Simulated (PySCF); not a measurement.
**31P chemical shifts**

Non-relativistic Hamiltonian, a single conformation, averaged over atoms made equivalent by symmetry, fast rotation or ring inversion, in vacuum. Shielding tensors at PBE0/pcSseg-1 (GIAO); geometry: GFN2-xTB; PySCF 2.14.0 with density-fitted response routines.

Shieldings were converted by a linear fit to measured shifts: 31P (scatter 18.1 ppm rms vs H3PO4, solution or neat liquid). Occasional misses reach two or three times the rms, and more in compound classes unlike the fitted ones.

Problem. Give the 31P shifts of `P[SiH2][Si@@H](P)c1cccs1`.

Solution. 
```csv
compound,environment,δ (ppm)
[PH2:1][SiH2:2][Si@@H:3]([PH2:4])[c:5]1[cH:6][cH:7][cH:8][s:9]1,"P4: phosphorus bonded to Si, 2 H",-228.2
[PH2:1][SiH2:2][Si@@H:3]([PH2:4])[c:5]1[cH:6][cH:7][cH:8][s:9]1,"P1: phosphorus bonded to Si, 2 H",-253.9
```

Problem. Order these by 31P shift, lowest first.
A. CCC1CP(C(F)(F)F)C1
B. CC[C@@H](C)/P=C\C(F)(F)F
C. CC(C)=PCCC(F)(F)F

Solution. A (-1.1 ppm, phosphorus bonded to 3 C, in a 4-membered ring), C (214.0 ppm, phosphorus bonded to 2 C), B (335.4 ppm, phosphorus bonded to 2 C).
